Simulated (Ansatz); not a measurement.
Species: C$_{4}$H$_{2}$BrO (charge -1, singlet). It need not be the lowest isomer of its formula. Whether it binds its extra electron was not tested at this geometry. 
Coordinates optimised at B3LYP-D3(BJ)/def2-TZVP (Ansatz, a program for electronic structure):
SMILES: Brc1cc[c-]o1
```xyz
8

Br     1.4828     0.2721     0.1149
C     -0.4054    -0.0164    -0.0342
C     -1.4006     0.8935    -0.1631
C     -2.5902     0.0924    -0.2277
C     -2.3023    -1.2613    -0.1387
O     -0.8542    -1.2775    -0.0131
H     -1.2790     1.9649    -0.2034
H     -3.5945     0.4814    -0.3327
```
Charge -1, spin multiplicity 1.

Basis-set convergence of Hartree-Fock and MP2 correlation energies (hartree) with Ansatz. Valence correlation only, unless marked. Spin-orbit coupling is left out. The frozen core is the preceding noble-gas configuration, with the filled d and f shells of earlier blocks. No relativistic terms. This anion needs diffuse functions, which these sets lack.

```csv
basis,functions,E(HF),"E(corr, MP2)"
cc-pVDZ,107,-2799.80040,-0.82375
cc-pVTZ,221,-2799.94413,-1.03317
cc-pVQZ,403,(withheld),(withheld)
```

Problem. Complete the blanks.

Solution. 
- cc-pVQZ, E(HF): -2799.96477
- cc-pVQZ, E(corr, MP2): -1.11110
